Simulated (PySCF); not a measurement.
**A small calculation by hand: entropy of an ideal gas**

CHO₂, SMILES O=C=[OH+], charge +1.

Geometry optimised at PBE0-D3(BJ)/def2-TZVP. The isomer is the one that the SMILES or the coordinates give; other isomers of the formula were not compared.

PBE0-D3(BJ)/def2-TZVP (PySCF) gives the harmonic wavenumbers 554, 609, 1015, 1295, 2513, 3553 cm⁻¹ and the rotational temperatures 37.8786, 0.5220, 0.5149 K. The molar mass is 45.02 g/mol, the symmetry number 1, the spin multiplicity 1.

Problem. Work out the entropy at 298.15 K and 1 atm in the rigid-rotor, harmonic-oscillator model.

Solution. 
Translation (Sackur–Tetrode at 1 atm): S = R[1.5 ln M + 2.5 ln T − 1.16487] = 156.2 J/(mol K).
Rotation: q = (√π/σ) T^1.5/√(θA θB θC) = 2860, S = R[ln q + 3/2] = 78.6 J/(mol K).
Vibration: with u = 1.4388 ν/T, each mode gives R[u/(e^u − 1) − ln(1 − e^−u)]:
```tsv
ν (cm⁻¹)	modes	u	S (J/(mol K))
554	1	2.67	2.24
609	1	2.94	1.82
1015	1	4.90	0.37
1295	1	6.25	0.12
```
The stiffer modes add less than 0.005 each. Sum 4.5 J/(mol K).
Spin: R ln 1 = 0.0 J/(mol K).
Total 239.4 J/(mol K); the program's own thermochemistry gives 239.4. Translation makes up 65 % and vibration 2 %. Anharmonicity, hindered rotation and orbital degeneracy are left out.
